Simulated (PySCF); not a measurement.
## Electron correlation in W²⁺ (tungsten, charge +2)

[Xe] 4f14 5d3 6s1, high-spin 5F determinant (an excited configuration). Computed with PySCF 2.14 in def2-QZVPPD with the def2 core potential (60 electrons) (7s6p4d3f2g, 84 functions), with a scalar-relativistic core potential. Frozen: 5s2 5p6; 4 electrons correlated.

| level | correlation energy (mhartree) |
| --- | --- |
| CCSD | -33.25 |
| (T) | -0.39 |
| CCSD(T) | -33.64 |

Diagnostics: T1 = 0.0026, D1 = 0.0068, largest double amplitude 0.017.

Q: Is a single reference adequate?

A: Yes, within this model without spin-orbit coupling: T1 lies below 0.03 and no double amplitude reaches 0.07.
